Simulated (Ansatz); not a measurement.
Two isomers of C7H14: A = `C[C@@H]1CC[C@H](C)C1`, B = `C[C@@H]1CCC[C@@H]1C`.

Calculated with Ansatz (gas phase, PBE0-D4/def2-TZVP geometries, no zero-point term in ΔE). CBS: MP2 limit from def2 TZ/QZ plus the TZ coupled-cluster correction, frozen cores. Functionals use def2-TZVPP. B3LYP here is the variant with VWN-RPA as its local correlation; programs differ in this.

A:

Z-matrix (Å, degrees):
```
C
C 1 1.515
H 1 1.095 2 110.6
H 1 1.093 2 111.4 3 -119.7
H 1 1.093 2 111.6 3 119.9
C 2 1.537 1 114.1 3 60.0
C 2 1.524 1 115.0 3 -59.0
H 2 1.098 1 108.5 3 -179.3
C 6 1.541 2 106.2 1 -150.2
H 6 1.094 2 109.3 1 -31.1
H 6 1.092 2 111.7 1 86.5
C 7 1.524 2 103.7 1 165.4
H 7 1.099 2 109.6 1 48.4
H 7 1.094 2 113.3 1 -71.4
H 9 1.095 6 110.4 2 118.5
H 9 1.092 6 112.8 2 -122.6
C 12 1.515 7 115.0 2 -165.4
H 12 1.098 7 107.4 2 73.7
H 17 1.093 12 111.6 7 -61.0
H 17 1.093 12 111.4 7 178.6
H 17 1.095 12 110.6 7 59.0
```

B:

Z-matrix (Å, degrees):
```
C
C 1 1.522
H 1 1.094 2 111.8
H 1 1.093 2 110.4 3 -119.5
H 1 1.092 2 111.8 3 120.7
C 2 1.537 1 113.6 3 -55.7
C 2 1.529 1 111.9 3 58.5
H 2 1.095 1 108.5 3 -178.8
C 6 1.534 2 103.7 1 78.3
C 6 1.515 2 116.4 1 -48.1
H 6 1.098 2 106.2 1 -168.4
C 7 1.538 2 105.0 1 -81.9
H 7 1.094 2 109.2 1 160.2
H 7 1.093 2 112.8 1 41.3
H 9 1.092 6 111.6 2 151.7
H 9 1.094 6 109.7 2 -90.6
H 10 1.093 6 111.4 2 63.5
H 10 1.093 6 110.9 2 -177.1
H 10 1.094 6 111.6 2 -57.2
H 12 1.092 7 111.3 2 -144.0
H 12 1.092 7 110.9 2 97.8
```

(1) Which is lower in electronic energy at CCSD(T)/CBS, and by how much? (An estimate is asked.)

(2) Give E(B) − E(A) in kcal/mol with B3LYP, B2PLYP, B3LYP-D4, HF/def2-TZVPP, PBE-D4, CCSD(T)/def2-TZVPP, BLYP-D4. (An estimate is asked.)

Largest T1 diagnostic: 0.009.

## Answers

(1) Computed: A, by 1.0 kcal/mol.

(2) The calculation gave: B3LYP 2.3, B2PLYP 1.7, B3LYP-D4 1.3, HF/def2-TZVPP 2.6, PBE-D4 1.3, CCSD(T)/def2-TZVPP 0.9, BLYP-D4 1.2. None reverses the order clearly.

The D4 term adds −1.0 kcal/mol with B3LYP and −0.6 kcal/mol with PBE0; it sums over pairs of atoms, weighted by their polarisabilities, and B3LYP, whose exchange is more repulsive, gets the larger term. Leaving LDA and LC-ωPBE aside and taking each functional with its dispersion term where it has one, the values, not all of them listed here, spread over 0.8 kcal/mol, from revPBE-D4 to B2PLYP. LDA lies −1.0 kcal/mol from PBE without D4.
